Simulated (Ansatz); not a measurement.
# Exact exchange and the HOMO–LUMO gap of InSi2H7

InSi2H7 has 10 atoms, charge 0, and is taken as a singlet. As SMILES, `[SiH3][SiH2][InH2]`. The coordinates come from a PBE0-D4/def2-TZVP relaxation.

The HOMO–LUMO gap y, in eV, basis def2-SVP with a core potential; a is the functional's share of exact exchange. Programs: Ansatz 0.2.0.

| functional | program | a | y (eV) |
| --- | --- | --- | --- |
| PBE | Ansatz | 0 | 3.39 |
| revPBE | Ansatz | 0 | 3.46 |
| B3LYP | Ansatz | 0.2 | 4.65 |
| r2SCAN0 | Ansatz | 0.25 | 5.38 |
| PBE0 | Ansatz | 0.25 | ? |
| BHLYP | Ansatz | 0.5 | 6.64 |

Q: Fit y = c + s·a to the known rows and predict PBE0.

A: 
1. Means of the 5 rows: a = 0.1900, y = 4.704.
2. Σ(Δa)² = 0.172, Σ(Δa·Δy) = 1.1262, so the slope is 1.1262/0.172 = 6.5477.
3. Intercept: 4.704 − (6.5477) × 0.1900 = 3.460. The largest residual of the fit is 0.28.
4. PBE0: 3.460 + (6.5477) × 0.25 = 5.10 eV.

The run gave 5.10 eV, so the prediction is off by 0.00 eV: they agree to the digits shown. Exact exchange lowers occupied levels and raises empty ones.
